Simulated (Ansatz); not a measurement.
Reaction (formal exchange of groups at a Ga–Sn bond): `[GaH2][SnH3]` + `[SiH3][GeH3]` → `[SiH3][GeH2][GaH2]` + `[SnH4]`

Program: Ansatz. Geometries: PBE0-D4/def2-TZVP. ΔE: electronic, gas phase. CCSD(T)/CBS adds triple-zeta CCSD(T) − MP2 to the extrapolated MP2 energy (def2 sets, frozen cores). DFT in def2-TZVPP. HSE06 is defined as in plane-wave codes. def2 core potentials past Kr. For Ga, Ge, Sn outer-core shells are correlated without core-valence functions, which leaves a few kJ/mol of doubt a bond. Scalar relativity is left out up to krypton.

`[GaH2][SnH3]`:

Cartesian coordinates in Å:
```
Ga 0.846 0.979 -0.840
Sn -0.575 -0.681 0.603
H 0.169 2.249 -1.473
H 2.375 0.720 -1.102
H 0.373 -1.720 1.576
H -1.661 0.134 1.644
H -1.527 -1.683 -0.409
```

`[SiH3][GeH3]`:

Z-matrix (Å, degrees):
```
Si
Ge 1 2.378
H 1 1.487 2 110.1
H 1 1.487 2 110.1 3 -120.0
H 1 1.487 2 110.1 3 120.0
H 2 1.538 1 110.6 3 179.7
H 2 1.538 1 110.6 3 -60.3
H 2 1.538 1 110.6 3 59.7
```

`[SiH3][GeH2][GaH2]`:

Z-matrix (Å, degrees):
```
Si
Ge 1 2.384
H 1 1.488 2 109.9
H 1 1.487 2 111.4 3 120.5
H 1 1.488 2 109.8 3 -119.0
Ga 2 2.438 1 110.3 3 59.2
H 2 1.542 1 107.5 3 -178.5
H 2 1.542 1 107.6 3 -63.2
H 6 1.571 2 120.3 1 -88.7
H 6 1.571 2 120.2 1 88.9
```

`[SnH4]`:

```xyz
5

Sn    0.000    0.000    0.000
H     0.233    1.684   -0.116
H    -1.439   -0.431   -0.804
H    -0.111   -0.446    1.641
H     1.317   -0.807   -0.720
```

(1) Is it downhill or uphill in electronic energy at CCSD(T)/CBS, and by how much? (Estimate.)

(2) What do these levels give: BLYP-D4, r2SCAN0-D4, CAM-B3LYP-D4, HSE06, HF/def2-TZVPP, CCSD(T)/def2-TZVPP? (Best estimate.)

Largest T1 diagnostic among the species: 0.014.

Answers

(1) Ansatz gave: Uphill: ΔE = +2.8 kcal/mol.

(2) The calculation gave: BLYP-D4 2.0, r2SCAN0-D4 2.1, CAM-B3LYP-D4 2.3, HSE06 2.4, HF/def2-TZVPP 3.5, CCSD(T)/def2-TZVPP 1.6 kcal/mol.

Leaving LDA and LC-ωPBE aside and taking each functional with its dispersion term where it has one, the values, not all of them listed here, spread over 1.4 kcal/mol, from B97M-V to B2PLYP. In def2-TZVPP, CCSD(T) changes the Hartree–Fock value by −1.9 kcal/mol (the triples alone add −0.3 kcal/mol) and MP2 by −1.6 kcal/mol. The D4 term adds −0.8 kcal/mol with B3LYP and −0.4 kcal/mol with PBE0; it sums over pairs of atoms, weighted by their polarisabilities, and B3LYP, whose exchange is more repulsive, gets the larger term.

B3LYP here is the variant with VWN-RPA as its local correlation; programs differ in this.
